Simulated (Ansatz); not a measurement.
Relaxation of H$_{4}$InNS$_{2}$ (8 atoms, charge 0, multiplicity 1), to a largest force component of 0.015 eV/Å in at most 40 steps.

These are results of RKS CAM-B3LYP-D4/def2-SVP (Ansatz), not measurements.

```xyz
8
Properties=species:S:1:pos:R:3:forces:R:3
N -0.981 1.817 -0.288 0.28 -0.52 0.05
In -0.014 0.029 0.005 -0.02 0.21 0.32
S 2.411 -0.071 -0.090 -0.36 0.52 -0.14
S -1.241 -1.911 0.799 -0.28 0.50 -0.32
H -1.805 1.920 0.296 -0.17 -0.01 0.01
H -0.385 2.622 -0.116 0.09 0.11 -0.08
H 2.431 -1.396 0.015 0.05 -0.55 0.06
H -0.130 -2.572 1.114 0.43 -0.27 0.11
```

Q: Where does it end, and by what steps?

A: The forces met the threshold. After 5 steps the energy has fallen by 0.079 eV; In2 moved furthest, 0.19 Å.

```csv
step,energy less start (eV),largest force component (eV/Å),accepted
0,0.0000,0.552,yes
1,-0.0485,0.417,yes
2,-0.0434,0.720,no
3,-0.0772,0.211,yes
4,-0.0776,0.196,yes
5,-0.0790,0.014,yes
```

```xyz
8
Properties=species:S:1:pos:R:3
N -0.933 1.784 -0.174
In 0.028 0.058 0.194
S 2.394 -0.074 -0.181
S -1.239 -1.870 0.851
H -1.857 1.943 0.216
H -0.413 2.654 -0.224
H 2.457 -1.397 0.077
H -0.152 -2.660 0.977
```

Whether the end is a true minimum wasn't checked by a vibrational analysis.

Run time: 14 s on 2 threads of Intel(R) Xeon(R) 6975P-C (Granite Rapids), on a shared host, peak memory 0.28 GiB.
